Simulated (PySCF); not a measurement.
## Do core-level shifts follow atomic charges?

Compound: C4H9NSi2.
Structure used (PBE0-D3(BJ)/def2-SVP), in Å, numbered top down from 1:
```
atom  x, y, z in Å
N1     3.592   -0.072   -1.126
C2     2.677   -0.551   -0.600
C3     1.504   -1.083    0.060
Si4    0.385    0.304    0.744
C5    -0.302    1.353   -0.675
Si6   -1.859    0.258   -0.598
C7    -1.338   -0.394    1.119
H8     0.921   -1.687   -0.655
H9     1.806   -1.750    0.884
H10    1.114    1.002    1.846
H11    0.275    1.403   -1.610
H12   -0.520    2.383   -0.347
H13   -3.177    0.959   -0.666
H14   -1.826   -0.827   -1.627
H15   -1.448   -1.465    1.343
H16   -1.832    0.179    1.922
```

Binding energies: delta-SCF UKS SCAN, pcX-2 on the ionised atom, pcseg-1 elsewhere, spin-free X2C (PySCF). Charges: PBE0/pcSseg-1 ground-state density, for the ionised atom.

| atom | environment | C 1s (eV) | Mulliken (e) | IAO (e) | Hirshfeld (e) | ESP (e) |
| --- | --- | --- | --- | --- | --- | --- |
| C5 | sp3 carbon bound to silicon | 289.81 | -0.805 | -0.838 | -0.252 | -0.841 |
| C3 | sp3 carbon bound to silicon | 291.66 | -0.517 | -0.576 | -0.129 | -0.677 |
| C2 | nitrile carbon | 292.12 | +0.043 | +0.138 | +0.076 | +0.460 |

Q: How well does each charge scheme correlate with the binding energies over these sites?

A: Hirshfeld: r = 0.89, slope 6.5 eV per e; Mulliken: r = 0.87, slope 2.5 eV per e; IAO: r = 0.83, slope 2.0 eV per e; ESP: r = 0.74, slope 1.3 eV per e. On 3 points no scheme stands out.

Q: The point-charge model writes a binding energy as kq + V + constant, with V the potential of the other atoms' charges at the site. What does it give with the Hirshfeld charges?

A: V = Σ 14.40 eV Å × q/r over all other atoms: +3.89 eV at C5, +2.82 eV at C3, -2.33 eV at C2. Fitting binding energy − V to q gives k = 26.1 eV per e and leaves an rms residual of 0.14 eV, against 0.46 eV for the fit on q alone. The model has no term for differences in relaxation between sites.

Geometry: PBE0-D3(BJ)/def2-SVP, one conformer, isolated molecule.
